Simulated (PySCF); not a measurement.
A GIAO shielding run with PySCF 2.14 (density fitting, non-relativistic, gas phase) on `InChI=1S/C4H8SSi/c5-4-1-2-6-3-4/h1-3,6H2`:

```
$ OMP_NUM_THREADS=1 python probes_run.py task.json out

{"job": {"kind": "nmr", "xc": "PBE0", "basis": "pcSseg-1"}, "charge": 0, "multiplicity": 1}
S      2.427819    -0.240764     1.538755
C      1.241672    -0.126172     0.437177
C      0.376342    -1.277094     0.032784
C     -1.088849    -0.822802     0.112683
Si    -1.065889     1.043265    -0.301113
C      0.844730     1.144605    -0.218271
H      0.574036    -2.151678     0.653555
H      0.620840    -1.536829    -1.002351
H     -1.713785    -1.424522    -0.544438
H     -1.456070    -0.980770     1.127287
H     -1.566297     1.349730    -1.641680
H     -1.706313     1.867286     0.721853
H      1.243169     1.151430    -1.235638
H      1.267917     2.003842     0.297231
```

Hardware: 1 thread of an Arm Neoverse V2, shared host. The job also computes population analyses, field gradients, ring-centre shieldings.

Problem. How large is the calculation?

Solution. 62 electrons, 156 basis functions and 854 auxiliary functions.

Problem. How long does it take, and how much memory does it need?

Solution. 20 s of wall time, with 13 SCF cycles and 5 response iterations; peak memory 0.73 GiB. Times on a shared host scatter by some tens of per cent.
